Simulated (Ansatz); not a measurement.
Geometry optimisation, Ansatz, RKS PBE-D4/def2-mTZVP.

input.yaml

```yaml
crystal:
  periodic: [false, false, false]
  atoms:
    - { symbol: Si, position_ang: [-0.5421, 0.6611, -0.1404] }
    - { symbol: O, position_ang: [1.0335, 0.265, 1.1452] }
    - { symbol: H, position_ang: [-1.297, 0.9921, -1.393] }
    - { symbol: H, position_ang: [-0.643, 1.9615, 0.5319] }
    - { symbol: Si, position_ang: [-1.2837, -1.3939, 0.5779] }
    - { symbol: H, position_ang: [1.6538, 0.3701, 0.0329] }
    - { symbol: "N", position_ang: [1.2771, 0.6013, -1.2314] }
    - { symbol: H, position_ang: [1.3551, 0.9215, 1.7623] }
    - { symbol: H, position_ang: [-2.5135, -1.787, -0.1265] }
    - { symbol: H, position_ang: [-0.3356, -2.4969, 0.3868] }
    - { symbol: H, position_ang: [-1.6418, -1.3864, 2.0009] }
    - { symbol: H, position_ang: [1.3689, -0.1659, -1.8754] }
    - { symbol: H, position_ang: [1.5684, 1.4576, -1.6712] }
basis:
  gaussian: { orbitals: def2-mTZVP }
hamiltonian:
  xc: pbe
  dispersion: d4
relax:
  f_tol: 0.15
  max_steps: 25
  restrain:
    - { distance: [0, 6], at: 1.82, k: 30.0 }
    - { distance: [5, 1], at: 0.97, k: 30.0 }
    - { distance: [0, 1], at: 3.07, k: 30.0 }
    - { distance: [5, 6], at: 2.32, k: 30.0 }
```

Launched with:

```bash
$ ansatz run input.yaml --threads 4 --pin off --max-ram 5120MiB --backend cpu --events-out ev --progress --plain --runs-dir out
```

Problem. Where does it end, and by what steps?

Solution. It converged. The restraints hold the end off the free minimum. After 11 steps the energy has fallen by 1.204 eV (the restraints' own energy left out); H6 moved furthest, 0.77 Å. Joined: O2–H6 (1.28 → 0.98 Å).

| step | energy less start (eV) | largest force component (eV/Å) | accepted |
| --- | --- | --- | --- |
| 0 | 0.0000 | 2.606 | yes |
| 1 | -0.0665 | 3.260 | yes |
| 2 | -0.1551 | 4.451 | yes |
| 3 | -0.5026 | 2.968 | yes |
| 4 | -0.9663 | 0.970 | yes |
| 5 | -1.0821 | 0.985 | yes |
| 6 | -1.1669 | 0.627 | yes |
| 7 | -1.1958 | 0.480 | yes |
| 8 | -1.1982 | 0.538 | yes |
| 9 | -1.1617 | 1.461 | no |
| 10 | -1.2018 | 0.444 | yes |
| 11 | -1.2037 | 0.446 | yes |

```xyz
13
Properties=species:S:1:pos:R:3
Si -0.619 0.754 -0.599
O 1.356 -0.082 1.604
H -1.701 1.123 -1.586
H -0.521 1.912 0.349
Si -1.152 -1.262 0.486
H 1.789 0.169 0.766
N 1.004 0.597 -1.366
H 1.286 0.755 2.099
H -2.394 -1.843 -0.135
H -0.055 -2.263 0.295
H -1.435 -1.057 1.939
H 1.126 -0.223 -1.964
H 1.316 1.420 -1.888
```

Run time: 27 s on 4 threads of Arm Neoverse N1, with other jobs on the host, peak memory 0.16 GiB.
